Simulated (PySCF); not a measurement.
# Energy profile

The step: SiHF₃ ([F][SiH]([F])[F]) + H₂O → SiH₂OF₂ ([OH][SiH]([F])[F]) + HF; bonds formed: Si1–O7, F2–H6; bonds broken: Si1–F2, H6–O7 (atoms numbered as in the saddle structure below).

```
8
angstrom
Si -0.6047 0.1988 -0.0423
F -0.0360 -1.6085 -0.3396
F -0.7441 0.3592 -1.6131
F -0.6592 1.7546 0.3747
H -1.7037 -0.3441 0.7523
H 0.9567 -1.0323 0.0641
O 1.0624 0.0096 0.5194
H 1.7284 0.6626 0.2845
```

Electronic energies by CCSD(T) at an estimated basis limit (MP2 extrapolated from triple and quadruple zeta, plus CCSD(T) − MP2 in triple zeta), on PBE0-D4/def2-TZVP structures; SiH$_{3}$OF$_{3}$, closed shell; no counterpoise correction. Computed with PySCF 2.14 with density fitting (its default auxiliary sets; JK sets also for MP2 and CCSD(T)) (basis: def2-TZVPP and def2-QZVPP); correlated methods freeze the cores. Extrapolation: Hartree–Fock as exp(−7.88 √X), correlation as X^−2.97.

**Question.** Give the profile in eV, counted from the separated reactants. (Judge from chemistry; the value comes from the calculation.)

**Answer.** By the calculation:
```json
{"point": "separated: SiHF$_{3}$ (linked as [F][SiH]([F])[F]; Si1, F2, F3, F4, H5; singlet) + H$_{2}$O (H6, O7, H8; singlet)", "eV": "0.000"}
{"point": "start structure", "eV": "-0.111"}
{"point": "saddle", "eV": "1.105"}
{"point": "end structure", "eV": "0.114"}
{"point": "separated: SiH$_{2}$OF$_{2}$ (linked as [OH][SiH]([F])[F]; Si1, F3, F4, H5, O7, H8; singlet) + HF (F2, H6; singlet)", "eV": "0.375"}
```

No T1 diagnostic of these runs exceeds 0.012.

The step is the kind of ligand exchange by which a precursor binds to a hydroxyl group, or is hydrolysed, in atomic layer deposition of oxides.

For scale, one of the runs: CCSD(T)/def2-TZVPP, 208 basis functions, launched by `OMP_NUM_THREADS=4 python run.py`. Time: 12 min of wall clock on 4 CPU threads of an Arm Neoverse V2; the host was shared. Peak host memory: 3.8 GiB.
